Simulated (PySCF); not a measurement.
H6Te, SMILES [TeH6].

Geometry: B3LYP-D3(BJ)/def2-TZVP. The def2 effective core potentials stand for the cores of Te; spin–orbit coupling is left out.

The numbers are results of PBE0/def2-TZVPD run with PySCF, not measurements.

Symmetry labels are those of the subgroup D2h that the program uses (full group Oh).

Computed valence orbital energies around the gap with their symmetry:
| orbital | symmetry | energy (eV) |
|---|---|---|
| HOMO−7 | B2g | -45.92 |
| HOMO−6 | B3g | -45.92 |
| HOMO−5 | Ag | -20.07 |
| HOMO−4 | B1u | -12.18 |
| HOMO−3 | B2u | -12.18 |
| HOMO−2 | B3u | -12.18 |
| HOMO−1 | Ag | -7.18 |
| HOMO | Ag | -7.18 |
| LUMO | Ag | -1.89 |
| LUMO+1 | B1u | 0.45 |
| LUMO+2 | B2u | 0.45 |
| LUMO+3 | B3u | 0.45 |
